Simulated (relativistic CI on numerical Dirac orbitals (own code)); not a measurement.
Ru²⁺: L2,3 absorption edge

Computed with this model: Dirac-Coulomb-Breit CI, orbitals from a KLI potential per configuration, QED by a radiative potential, valence Slater integrals scaled by 0.8, multiplet model of core-to-valence dipole absorption; configurations [Kr] 4d6 → [He] 2s2 2p5 3s2 3p6 3d10 4s2 4p6 4d7; 300 K; Lorentzian 0.96 eV and Gaussian 0.5 eV FWHM. Energies are those of the free ion, without screening or charge transfer. The branching ratio is the share of the lower-energy edge in the whole absorption, uncertain by about 0.02 where the edges overlap. S is read from ⟨S²⟩ = S(S + 1).

Field parameters in Wybourne normalisation: D3d B²₀ = −7Dσ, B⁴₀ = −14Dq − 21Dτ, B⁴₃ = −14√(10/7) Dq; Oh B⁴₀ = 21Dq, B⁴₄ = √(5/14) B⁴₀; Td as Oh with Dq negative (B⁴₀ = 21Dq, B⁴₄ = √(5/14) B⁴₀). The field is a parameter set, without covalency.

Peaks in eV (height, largest 100): 2840.2 (100), 2969.3 (19).

Q: Which surroundings give this spectrum?
A. Oh, 10Dq = 33950 cm⁻¹
B. D3d, 10Dq = 13850, Dσ = 360, Dτ = -460 cm⁻¹
C. Td, 10Dq = -11000 cm⁻¹
D. Td, 10Dq = -14150 cm⁻¹

A: B. D3d, 10Dq = 13850, Dσ = 360, Dτ = -460 cm⁻¹, where the ground state has S = 0.66.
